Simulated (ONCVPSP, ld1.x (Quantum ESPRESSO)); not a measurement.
# Potentials for Zn compared

Generated with ld1.x 7.5 (TM, RRKJ, ultrasoft, PAW), atompaw 4.2 or ONCVPSP 4.0.1. The cutoff is in Ry: for ld1.x and atompaw files where the sum of valence levels is converged to 10 mRy in a Bessel basis, for ONCV files where the hardest occupied wave has 1 mHa per electron of residual kinetic energy. The error is the largest all-electron minus pseudo excitation energy over each file’s own four to seven test configurations (ionisations up to +4, promotions, holes and added fractions of an electron), all of which were solved. The labels leave out finer settings (local radius, basis sizes, second energies), which also bear on the numbers. Spin-polarised tests are not counted. The rows are a selection from randomly drawn settings: files with unsolved tests, undetermined cutoffs or missed reference levels are left out.

A true bound ghost makes a file unfit for plane-wave use even where its test errors are small: the radial tests pick states by their node count and pass the ghost by.

| potential | cutoff (Ry) | largest error (meV) | bound ghosts |
| --- | --- | --- | --- |
| ONCV, LDA (Perdew-Wang 92), scalar-relativistic, rc 0.90/0.95/1.25 (spd), local smoothed, core correction yes, reference 3s2 3p6 3d10 4s1.5, qcut 17.8/15.6/12.1, projectors 2/1/2 | 169 | -159 | none |
| TM, PBE, fully relativistic, rc 2.30/2.85/2.70 (spd), local smoothed, core correction yes, reference 4s2 4p0 | 10 | -255 | d3/2, d5/2 |
| ONCV, PBE, scalar-relativistic, rc 0.95/0.75/1.15 (spd), local smoothed, core correction no, reference 3s2 3p6 3d10 4s2, qcut 14/12.5/14.8, projectors 2/2/2 | 160 | +3.2 | none |
| ONCV, PBE, scalar-relativistic, rc 1.10/0.80/0.85 (spd), local smoothed, core correction yes, reference 3s2 3p6 3d10 4s1, qcut 14.2/15.5/16.4, projectors 2/2/1 | 223 | -27 | none |

Problem. Fill in the row for Zn: ONCV, PBE, scalar-relativistic, rc 1.10/0.90/1.10 (spd), local smoothed, core correction yes, reference 3s2 3p6 3d10 4s2, qcut 11.5/13.6/12.4, projectors 2/1/1.

Solution. cutoff 139 Ry, largest error -20 meV, bound ghosts: none.

Problem. Fill in the row for Zn: ONCV, PBEsol, scalar-relativistic, rc 0.95/1.00/1.20 (spd), local smoothed, core correction yes, reference 3s2 3p6 3d10 4s1, qcut 10.3/15.3/15.8, projectors 2/2/2.

Solution. cutoff 170 Ry, largest error +1.9 meV, bound ghosts: none.

Problem. Fill in the row for Zn: PAW, PBEsol, scalar-relativistic, rc 2.05/2.65 (sp), local smoothed, core correction yes, reference 4s0.5 4p0.

Solution. cutoff 6 Ry, largest error -295 meV, bound ghosts: none.
